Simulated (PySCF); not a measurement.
**An excited-state table with gaps**

Species: 2-penten-4-olide, C5H6O2.
InChI=1S/C5H6O2/c1-4-2-3-5(6)7-4/h2-4H,1H3/t4-/m0/s1

The calculation used TDDFT PBE0/def2-SVPD, vertical, gas phase, core orbitals frozen in the response (PySCF 2.14.0, density-fitted response routines). Isolated species at its PBE0-D3(BJ)/def2-SVP geometry, gas phase.

Lowest singlets, with some entries withheld (?).

```
state  λ (nm)       f    main configurations (H = HOMO, L = LUMO)
   S1   255.0  0.0001                                   H→L (97%)
   S2   200.3   0.199                    H-1→L (79%), H-2→L (18%)
   S3   183.5   0.112                    H-2→L (79%), H-1→L (16%)
   S4   169.2  0.0033                                 H-3→L (93%)
   S5   161.5   0.018       H→L+1 (57%), H→L+5 (18%), H→L+4 (12%)
   S6       ?  0.0090     H→L+5 (36%), H→L+1 (32%), H-1→L+1 (13%)
   S7       ?   0.011                   H-1→L+1 (81%), H→L+5 (8%)
   S8       ?  0.0006                     H-4→L (80%), H-5→L (8%)
   S9       ?   0.020       H→L+2 (50%), H→L+4 (21%), H→L+3 (13%)
  S10       ?   0.028  H-2→L+1 (62%), H-1→L+2 (20%), H-1→L+4 (8%)
```

(1) What stands in place of each question mark?

(2) What is the mean static polarisability from the same response equations?

(3) What is the vertical ionisation energy by ΔSCF at this level?

(4) Where do the lowest triplets lie (Tamm–Dancoff)?

Answers

(1) 
- S6: λ = 159.9 nm
- S7: λ = 159.5 nm
- S8: λ = 156.3 nm
- S9: λ = 148.1 nm
- S10: λ = 147.1 nm

(2) 63.9 au (9.48 Å³), with principal values 47.1, 60.1 and 84.6 au.

(3) 10.33 eV; −ε(HOMO) is 8.07 eV.

(4) T1 4.06 eV, H-1→L (78%), H-2→L (18%); T2 4.45 eV, H→L (94%); T3 5.27 eV, H-2→L (72%), H-1→L (17%); T4 6.90 eV, H-3→L (91%). E(S1) − E(T1) = +0.81 eV.
